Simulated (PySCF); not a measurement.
## Electronic structure of Ba (barium, neutral) at the LDA level

Configuration: [Xe] 5d1 6s1, 6s spin antiparallel (an excited configuration). All numbers are calculated (PySCF 2.14, scalar relativity by spin-free X2C-1e, in aug-cc-pwCVTZ-X2C (11s10p8d4f, 109 functions)).

```
Total energy                                                  : -8127.68 hartree
One-electron energy                                           : -11103.43 hartree
Hartree (Coulomb) energy                                      : 3168.79 hartree
Exchange-correlation energy                                   : -193.04 hartree
⟨S²⟩                                                          : 1.0003
⟨L²⟩                                                          : 6.129
Sum of ⟨r⟩                                                    : 43.12 bohr
Sum of ⟨r²⟩                                                   : 90.88 bohr²
Traceless quadrupole moment −½Σ⟨3z² − r²⟩ along its main axis : 2.31 e·bohr²
Langevin diamagnetic susceptibility                           : -72.0 ×10⁻⁶ cm³/mol
```

```tsv
shell	electrons	mean orbital energy (eV)	spread (eV)	rms radius, mean of both spins (bohr)
1s β	1	-37133.7	0	0.0292
1s α	1	-37133.7	0	0.0292
2s α	1	-5870.6	0	0.119
2s β	1	-5870.6	0	0.119
2p α	3	-5273.2	0.024	0.106
2p β	3	-5273.2	0.035	0.106
3s α	1	-1238.4	0	0.312
3s β	1	-1238.4	0	0.312
3p α	3	-1046.2	0.063	0.312
3p β	3	-1046.2	0.069	0.312
3d α	5	-763.34	0.058	0.290
3d β	5	-763.33	0.075	0.290
4s α	1	-241.67	0	0.717
4s β	1	-241.66	0	0.717
4p α	3	-179.39	0.127	0.764
4p β	3	-179.38	0.145	0.764
4d α	5	-88.322	0.146	0.864
4d β	5	-88.315	0.185	0.864
5s α	1	-32.505	0	1.74
5s β	1	-32.379	0	1.74
5p α	3	-17.675	0.138	2.06
5p β	3	-17.514	0.396	2.06
6s β	1	-2.962	0	5.22
5d α	1	-1.607	0	4.27
```

Spin-orbit coupling, absent here, splits the open shell strongly. With the s spin flipped the determinant is a mixture of two multiplicities, not a spectroscopic state.

Densities and radii are taken from the X2C orbitals without a picture-change correction, which distorts them close to the nucleus.
